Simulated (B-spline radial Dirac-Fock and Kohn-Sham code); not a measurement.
**Total conversion coefficients of Ni against transition energy**

The computed values come from a radial B-spline solver: a Dirac-Hartree-Slater potential of the neutral atom with a Latter tail (no hole, which puts coefficients of high multipoles low close above an edge), finite nucleus with surface currents. Subshells within 1 keV of threshold and pair formation are left out.

```tsv
energy (keV)	E3	E4	E5	M1	M2	M5
11.3	252000	3.64e+07	4.28e+09	24.6	2150	1.40e+09
12.8	123000	1.54e+07	1.62e+09	16.9	1300	5.28e+08
13.4	95000	1.12e+07	1.14e+09	14.8	1080	3.71e+08
17.2	24300	2.06e+06	1.63e+08	7.05	398	5.68e+07
20	11100	753000	5.08e+07	4.51	219	1.91e+07
23.8	4630	242000	1.34e+07	2.70	110	5.63e+06
50	138	2660	57400	0.318	6.28	40900
69.6	29.8	405	5940	0.126	1.84	4990
71.9	25.6	337	4780	0.116	1.63	4060
94.5	7.24	73.7	785	0.0549	0.606	743
100	5.58	53.9	544	0.0472	0.496	525
148	0.918	6.36	44.7	0.0168	0.127	49.8
163	0.591	3.79	24.5	0.0131	0.0914	28.3
170	0.488	3.03	18.9	0.0118	0.0794	22.2
200	0.234	1.28	7.00	0.00779	0.0463	8.74
323	0.0289	0.111	0.425	0.00241	0.0102	0.644
349	0.0209	0.0764	0.276	0.00201	0.00804	0.432
395	0.0126	0.0425	0.141	0.00150	0.00556	0.231
500	0.00503	0.0146	0.0419	0.000878	0.00282	0.0737
756	0.00119	0.00274	0.00622	0.000357	0.000918	0.0118
940	0.000608	0.00126	0.00258	0.000227	0.000528	0.00490
1000	0.000509	0.00103	0.00205	0.000201	0.000454	0.00387
1090	0.000400	0.000780	0.00149	0.000169	0.000368	0.00280
1290	0.000257	0.000468	0.000838	0.000122	0.000248	0.00153
1450	0.000193	0.000336	0.000576	9.76e-05	0.000190	0.00103
1690	0.000135	0.000223	0.000363	7.35e-05	0.000136	0.000626
1760	0.000123	0.000201	0.000323	6.83e-05	0.000124	0.000552
2000	9.30e-05	0.000146	0.000226	5.44e-05	9.49e-05	0.000375
2110	8.31e-05	0.000129	0.000196	4.96e-05	8.50e-05	0.000320
```

Q: How fast do they fall between 1760 and 2110 keV?

A: As powers of the energy: E3 E^-2.16, E4 E^-2.45, E5 E^-2.75, M1 E^-1.77, M2 E^-2.09, M5 E^-3.00. Within one type (E or M) the higher multipoles fall faster.
